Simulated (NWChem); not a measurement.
System: C5H5N; SMILES C=C=C(C)C#N

```xyz
11

C      0.8479    -2.2742     0.0000
C      0.2711    -1.1054     0.0000
C     -0.3227     0.0751     0.0000
C     -1.8199     0.2623     0.0000
C      0.4950     1.2557     0.0000
N      1.1202     2.2327     0.0000
H      1.1023    -2.7808    -0.9377
H      1.1023    -2.7808     0.9377
H     -2.1369     0.8295    -0.8885
H     -2.1369     0.8295     0.8885
H     -2.3283    -0.7101     0.0000
```
Atoms are numbered in this order, from 1.

Computed with NWChem. Pople sets run with spherical d functions. The geometry was optimised at PBE0/def2-SVP. Level: B3LYP/6-31G* with SMD (1 M gas to 1 M solution), gas-phase geometry.

**Question.** What does the run give for solvent 1,4-dioxane? Quantities: solvation free energy (kcal/mol); cavity-dispersion-structure term (kcal/mol); dipole in solution (D).

**Answer.** 
- solvation free energy (kcal/mol) = -1.9
- cavity-dispersion-structure term (kcal/mol) = 1.7
- dipole in solution (D) = 4.85
